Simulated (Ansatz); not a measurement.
Q: Name a neutral molecule of C, Ge, O and H with HOMO–LUMO gap (PBE/def2-TZVPP) between 5.35 and 5.65 eV and zero-point energy (PBE0-D4/def2-TZVP) between 117 and 133 kJ/mol (Ansatz, PBE0-D4/def2-TZVP geometry).

A: `C#[C][GeH2][OH]` (5.49 eV, 126.6 kJ/mol); `O=C[O][GeH3]` (5.52 eV, 125.1 kJ/mol). Other molecules can fit too; these were computed, each in one conformer that needn't be the lowest.
